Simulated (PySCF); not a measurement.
A structure optimised at B3LYP-D3(BJ)/def2-SVP, used in a PySCF frequency run:

```xyz
13

Ge     0.0000     0.0000     0.3332
C     -1.6142    -0.9320    -0.3480
C      1.6142    -0.9320    -0.3480
C      0.0000     1.8639    -0.3480
H     -1.5977    -0.9224    -1.4517
H     -1.6374    -1.9778    -0.0073
H     -2.5315    -0.4291    -0.0073
H      1.6374    -1.9778    -0.0073
H      2.5315    -0.4291    -0.0073
H      1.5977    -0.9224    -1.4517
H      0.8941     2.4069    -0.0073
H     -0.8941     2.4069    -0.0073
H      0.0000     1.8448    -1.4517
```
Charge 0, spin multiplicity 2.

Write its SMILES, formula and point group.

[CH3][Ge]([CH3])[CH3], C3H9Ge, C3v

What are its rotational constants (standard atomic weights)?

4.7663, 4.7663, 2.8821 GHz
